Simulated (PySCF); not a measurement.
CBr (SMILES [C]Br), doublet, at a GFN2-xTB geometry. Base run: PySCF with B3LYP/6-311G**.

The PySCF input:
```python
from pyscf import gto, scf, dft

mol = gto.Mole()
mol.atom = '''
    C    -0.000000   -0.000000   -1.503328
    Br    0.000000    0.000000    0.257713
'''
mol.basis = '6-311g**'
mol.charge = 0
mol.spin = 1
mol.verbose = 4
mol.build()

mf = dft.UKS(mol)
mf.xc = 'b3lyp'
mf.kernel()
mf.analyze()
```

Variants of this job, named by their change:

```
change                                ΔE vs base (µEh)  grid points  electrons on the grid        outcome
------------------------------------  ----------------  -----------  ---------------------  -------------
base                                               0.0        34544               41.00000      converged
grids.prune = dft.gen_grid.sg1_prune                 -            -                      -  input refused
grids.level = 2                                   -0.8        24288               41.00000      converged
grids.becke_scheme = stratmann                     1.0        34544               41.00000      converged
grids.atom_grid = (150, 974)                       0.2       148360               41.00000      converged
grids.level = 5                                    0.1        87720               41.00000      converged
grids.atom_grid = (99, 590)                        0.2        59680               41.00000      converged
grids.radi_method = gauss_chebyshev               -0.6        34056               41.00000      converged
grids.atom_grid = (50, 194)                      -49.1        12624               41.00001      converged
grids.prune = off                                  0.0        61712               41.00000      converged
small_rho_cutoff = 0                               0.0        34544               41.00000      converged
```

Open shells are given as the SCF converged; they aren't shown to be the lowest states, and a large step between rows can be another state.

- grids.prune = dft.gen_grid.sg1_prune: ended with `IndexError: index 35 is out of bounds for axis 0 with size 19`
